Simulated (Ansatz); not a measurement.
CBrF2, SMILES F[C](Br)F (connectivity only; charge and spin as stated), charge +1, multiplicity 1.

Geometry: B3LYP-D3(BJ)/def2-SVP. The spin state was assumed, not searched. The isomer is the one that the SMILES or the coordinates give; other isomers of the formula were not compared.

Two levels are set side by side: PBE/def2-SVPD (Ansatz, a quantum-chemistry and plane-wave program) and PBE0/def2-SVPD (Ansatz). Energy differences of separate SCF runs at the same geometry; the states with an electron removed or added have multiplicity 2 and 2. Differences are taken from unrounded values.

| quantity | PBE |
|---|---|
| vertical ionisation energy (eV) | 19.08 |
| vertical electron affinity (eV) | 7.41 |
| vertical singlet–triplet gap (eV) | 4.48 |

### Question
These are the PBE values. What does PBE0 give? (An estimate is asked for; the answer gives what the named calculation found.)

### Answer

```tsv
quantity	PBE0	PBE minus PBE0
vertical ionisation energy (eV)	19.26	-0.18
vertical electron affinity (eV)	7.76	-0.35
vertical singlet–triplet gap (eV)	4.38	0.11
```
